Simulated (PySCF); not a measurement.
C2H6OSi2, SMILES O[Si@@H]1C=C[SiH2]1.

Geometry optimised at B3LYP-D3(BJ)/def2-SVP. The structure was generated by enumeration; whether it is a known compound was not checked. The values are those of a single conformer.

Method: HF/def2-TZVP (PySCF).

Gas-phase values at a fixed geometry.

Computed frontier levels, gap, dipole moment and polarisability:
```yaml
highest_occupied_level: -10.08 eV
lowest_empty_level: 2.72 eV
orbital_gap: 12.79 eV
dipole_moment: 1.60 D
quadrupole, principal values (traceless, Buckingham form, about the centre of nuclear charge): -6.35, 2.48, 3.87 D·Å
mean_static_polarisability: 73.0 bohr³ (10.81 Å³)
polarisability_principal_values: 59.5, 70.5, 88.9 bohr³
```
